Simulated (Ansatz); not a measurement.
The inner images of a band of AlClFH5O3Zr (12 atoms, charge 0, multiplicity 1) are given out of order.

Theory: Ansatz 0.2.0, RKS PBE/def2-SVP.

Image 0:

```xyz
12
Properties=species:S:1:pos:R:3
Zr -0.083 0.156 0.433
Cl -1.478 -0.455 2.284
O 2.020 0.281 -0.076
H 2.443 -0.243 -0.777
O -1.042 1.377 -0.672
H -1.635 1.860 -1.265
F -0.025 -1.528 -0.498
O 1.051 1.381 1.834
Al 2.826 1.354 1.239
H 3.765 0.499 2.217
H 3.295 2.762 0.639
H 0.720 1.627 2.713
```

Image 8:

```xyz
12
Properties=species:S:1:pos:R:3
Zr -0.082 0.156 0.431
Cl -1.503 -0.410 2.277
O 2.017 0.316 -0.101
H 2.444 -0.188 -0.814
O -1.039 1.353 -0.699
H -1.641 1.870 -1.252
F -0.014 -1.550 -0.457
O 1.060 1.350 1.849
Al 2.830 1.351 1.238
H 3.287 2.783 0.687
H 3.778 0.465 2.180
H 0.724 1.577 2.732
```

Q: Put them in order from the first end to the last, with their energies above the first end.
A.
```xyz
12
Properties=species:S:1:pos:R:3
Zr -0.105 0.163 0.491
Cl -1.464 -0.195 2.414
O 2.039 -0.134 0.405
H 2.462 -0.730 -0.239
O -1.027 1.247 -0.783
H -1.575 1.537 -1.527
F -0.144 -1.567 -0.358
O 1.020 1.795 1.442
Al 2.830 1.366 1.226
H 3.702 2.049 0.069
H 3.425 1.265 2.708
H 0.696 2.275 2.223
```
B.
```xyz
12
Properties=species:S:1:pos:R:3
Zr -0.154 0.145 0.497
Cl -1.592 -0.074 2.390
O 1.987 -0.118 0.382
H 2.452 -0.642 -0.295
O -0.992 1.196 -0.861
H -1.569 1.492 -1.579
F -0.211 -1.649 -0.204
O 1.003 1.736 1.455
Al 2.838 1.363 1.220
H 4.072 1.387 0.185
H 3.286 2.008 2.626
H 0.741 2.229 2.254
```
C.
```xyz
12
Properties=species:S:1:pos:R:3
Zr -0.070 0.132 0.427
Cl -1.308 -0.705 2.285
O 2.066 0.099 0.084
H 2.489 -0.534 -0.520
O -1.142 1.367 -0.556
H -1.731 1.858 -1.145
F -0.012 -1.432 -0.699
O 1.021 1.550 1.684
Al 2.831 1.360 1.245
H 3.402 2.627 0.448
H 3.665 0.660 2.420
H 0.647 2.091 2.398
```
D.
```xyz
12
Properties=species:S:1:pos:R:3
Zr -0.107 0.173 0.486
Cl -1.701 -0.138 2.254
O 1.964 0.447 -0.193
H 2.411 -0.230 -0.730
O -1.011 1.302 -0.757
H -1.584 1.680 -1.439
F 0.020 -1.619 -0.191
O 1.122 1.187 1.947
Al 2.844 1.336 1.205
H 4.001 0.333 1.672
H 3.136 2.907 1.120
H 0.765 1.695 2.697
```
E.
```xyz
12
Properties=species:S:1:pos:R:3
Zr -0.160 0.155 0.493
Cl -1.707 -0.125 2.305
O 1.932 0.306 -0.095
H 2.426 -0.393 -0.561
O -1.029 1.274 -0.786
H -1.555 1.604 -1.528
F -0.103 -1.648 -0.171
O 1.076 1.281 1.870
Al 2.849 1.337 1.208
H 4.224 0.512 1.068
H 3.145 2.821 1.760
H 0.760 1.949 2.506
```
F.
```xyz
12
Properties=species:S:1:pos:R:3
Zr -0.069 0.129 0.438
Cl -1.189 -0.821 2.304
O 2.083 -0.141 0.403
H 2.506 -0.794 -0.179
O -1.273 1.317 -0.461
H -1.777 1.829 -1.109
F 0.035 -1.281 -0.875
O 1.012 1.754 1.418
Al 2.836 1.337 1.282
H 3.605 2.271 0.229
H 3.472 0.982 2.708
H 0.617 2.491 1.912
```
G.
```xyz
12
Properties=species:S:1:pos:R:3
Zr -0.181 0.140 0.489
Cl -1.672 -0.096 2.350
O 1.942 0.069 0.136
H 2.443 -0.526 -0.450
O -1.007 1.230 -0.846
H -1.571 1.533 -1.572
F -0.195 -1.675 -0.160
O 1.013 1.509 1.668
Al 2.860 1.357 1.223
H 4.267 0.898 0.555
H 3.221 2.521 2.298
H 0.740 2.114 2.381
```

A: D (+0.06 eV), E (+0.55 eV), G (+0.99 eV), B (+0.56 eV), A (+0.07 eV), F (+0.02 eV), C (+0.01 eV).

The run took 7.7 min on 4 threads of Arm Neoverse V1 (shared host), peak memory 0.23 GiB.
